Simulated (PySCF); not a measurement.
## Ga: ionisation energy

Ga [Ar] 3d10 4s2 4p1 (2P) → Ga⁺ [Ar] 3d10 4s2 (1S), as a difference of total energies. All numbers are calculated (PySCF 2.14, scalar relativity by spin-free X2C-1e, in cc-pVDZ-DK (5s4p2d, 27 functions)). Correlated levels: valence: [Ar] 3d10 frozen. The calculations carry no spin-orbit coupling.

```
           method  ionisation energy (eV)  error (eV)
              UHF                   5.507      -0.424
             PBE0                   5.979      +0.048
           r2SCAN                   6.109      +0.178
    MP2 (valence)                   5.650      -0.281
SCS-MP2 (valence)                   5.629      -0.302
   CCSD (valence)                   5.708      -0.223
CCSD(T) (valence)                   5.720      -0.211
```

Reference: 5.931 eV (measured; NIST levels, between the centres of gravity of the two terms).

Errors of the correlated levels include the incompleteness of this basis and the frozen core.
